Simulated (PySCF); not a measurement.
Deprotonation sites of 3-(trifluoromethyl)benzoic acid

System: 3-(trifluoromethyl)benzoic acid, `O=C(O)c1cccc(C(F)(F)F)c1` (C8H5F3O2). Optimised structure (Å), atoms numbered from 1:
```
O    -3.5163   -0.4022    0.4122
C    -2.5126    0.2384    0.6017
O    -2.5124    1.3991    1.2709
C    -1.1615   -0.1629    0.1277
C    -1.0404   -1.3631   -0.5797
C     0.2054   -1.7789   -1.0376
C     1.3344   -0.9991   -0.7937
C     1.2119    0.1988   -0.0862
C     2.4224    1.0671    0.1295
F     3.5391    0.3412    0.2588
F     2.3050    1.8244    1.2247
F     2.6174    1.9007   -0.9055
C    -0.0325    0.6219    0.3749
H    -3.4266    1.5759    1.5370
H    -1.9390   -1.9577   -0.7570
H     0.3014   -2.7179   -1.5863
H     2.3156   -1.3233   -1.1462
H    -0.1295    1.5547    0.9313
```

These are calculated values, ωB97X-D3(BJ)/ma-def2-SVP in PySCF (grid level 2) at geometries from PBE0-D3(BJ)/ma-def2-SVP. The prefix ma- adds one diffuse s and one diffuse p function on all atoms but H. ωB97X-D3(BJ) is ωB97X-V with D3(BJ) in place of VV10. Zero-point and thermal terms (298.15 K, 1 bar) come from unscaled GFN2-xTB harmonic frequencies, with soft modes damped to free rotors in the entropy. These were taken at the GFN2-xTB minima.

| site | product | ΔH(acid) / eV | ΔG(acid) / eV | gas share | above best in cyclohexane / eV |
| --- | --- | --- | --- | --- | --- |
| O3 (acid OH oxygen) | `O=C([O-])c1cccc(C(F)(F)F)c1` | 14.46 | 14.11 | > 99.9 % | 0.000 |
| C7 (aromatic carbon) | `O=C(O)c1cc[c-]c(C(F)(F)F)c1` | 16.42 | 16.06 | < 0.1 % | 2.042 |
| C13 (aromatic carbon) | `O=C(O)c1[c-]c(C(F)(F)F)ccc1` | 16.50 | 16.15 | < 0.1 % | 2.105 |
| C6 (aromatic carbon) | `O=C(O)c1c[c-]cc(C(F)(F)F)c1` | 16.67 | 16.31 | < 0.1 % | 2.275 |
| C5 (aromatic carbon) | `O=C(O)c1[c-]ccc(C(F)(F)F)c1` | 16.69 | 16.32 | < 0.1 % | 2.274 |

ΔH and ΔG refer to AH → A⁻ + H⁺ in the gas phase. Shares are Boltzmann weights among the listed products; an error of 10 kJ/mol changes a ratio about 56-fold. Sites whose products fell apart, merged with another or lost in a GFN2-xTB screen aren't listed. Values in solvent are IEF-PCM free energies relative to the most favourable product.

Of the listed sites O3 (acid OH oxygen) is favoured in the gas phase, 1.95 eV ahead of C7 in free energy.

In cyclohexane the product from O3 is solvated 1.07 eV more strongly than the parent (electrostatics only).

Measured values (NIST Chemistry WebBook, evaluated or the median of agreeing entries): deprotonation enthalpy (ΔH) 1390 kJ/mol (computed 1395, difference 5); gas-phase acidity (ΔG) 1361 kJ/mol (computed 1362, difference 1). These are compared with the most favourable site that keeps the skeleton.

Note: ma-def2-SVP is a small basis, whose errors can reach tens of kJ/mol; the order of C7 and C13, of C13 and C6, of C6 and C5 is undecided: the gaps lie inside the method's error (some 20 kJ/mol, one structure a species).

Run with `OMP_NUM_THREADS=1 python redox_run.py task.json out` on 1 thread of Arm Neoverse N1, a shared host. Structures, frequencies and single points: 82 min of wall time.
